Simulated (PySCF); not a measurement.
H3Si2, SMILES [Si][SiH3] (connectivity only; charge and spin as stated), neutral, multiplicity 2.

Geometry optimised at B3LYP-D3(BJ)/def2-TZVP. The isomer is the one that the SMILES or the coordinates give; other isomers of the formula were not compared.

Calculation: SMD-ωB97X/6-31G* in PySCF.

Solvation free energies are E(SMD) − E(gas) at the gas-phase geometry, for 1 M in both phases. In vacuum the dipole moment is 0.26 D.

| solvent | ΔG(solv) (kcal/mol) | its non-electrostatic (CDS) part | dipole (D) |
|---|---|---|---|
| water | -0.1 | 1.6 | 0.35 |
| dimethylsulfoxide | -1.4 | 0.3 | 0.35 |
| benzene | … | … | … |

Question: Complete the blanks. (An estimate is asked for; the answer gives what the named calculation found.)

Answer: 
- benzene, ΔG(solv) (kcal/mol): -1.9
- benzene, its non-electrostatic (CDS) part: -1.2
- benzene, dipole (D): 0.29
